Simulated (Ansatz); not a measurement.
`F[SiH](F)S[SiH2]Cl` + `O[SiH2]S` → `O[SiH2]S[SiH2]Cl` + `F[SiH](F)S`  (ligand exchange at the Si–S bond)

Program: Ansatz. Geometries: PBE0-D4/def2-TZVP. ΔE: electronic, gas phase. CBS: MP2 limit from def2 TZ/QZ plus the TZ coupled-cluster correction, frozen cores. DFT in def2-TZVPP. B3LYP here is the variant with VWN-RPA as its local correlation; programs differ in this. One conformer a species, not always the lowest.

```csv
level,ΔE (kcal/mol),difference from CCSD(T)/CBS
PBE-D4,-1.6,0.0
r2SCAN-D4,-1.3,0.3
PBE0-D4,-1.6,0.0
B3LYP-D4,-1.4,0.2
ωB97X-V,-1.4,0.2
ωB97M-V,-1.6,0.0
B2PLYP,-1.1,0.5
PBE,-1.2,0.4
r2SCAN,-1.3,0.3
PBE0,-1.2,0.4
B3LYP,-0.8,0.8
HF/def2-TZVPP,-0.3,1.3
MP2/def2-TZVPP,-1.7,-0.1
SCS-MP2/def2-TZVPP,-1.4,0.2
CCSD/def2-TZVPP,-1.3,0.3
CCSD(T)/def2-TZVPP,-1.5,0.1
HF/def2-QZVPP,-0.3,1.3
MP2/def2-QZVPP,-1.8,-0.2
SCS-MP2/def2-QZVPP,-1.4,0.2
HF/CBS(def2),-0.3,1.3
MP2/CBS(def2),-1.8,-0.2
CCSD/CBS(def2),-1.4,0.2
CCSD(T)/CBS,-1.6,0
```

Largest T1 diagnostic among the species: 0.012.

In def2-TZVPP, CCSD(T) changes the Hartree–Fock value by −1.2 kcal/mol (the triples alone add −0.2 kcal/mol) and MP2 by −1.4 kcal/mol.

CCSD(T)/CBS has its own doubt, a few kJ/mol and more with outer-core shells, so smaller differences from it don't rank the levels.
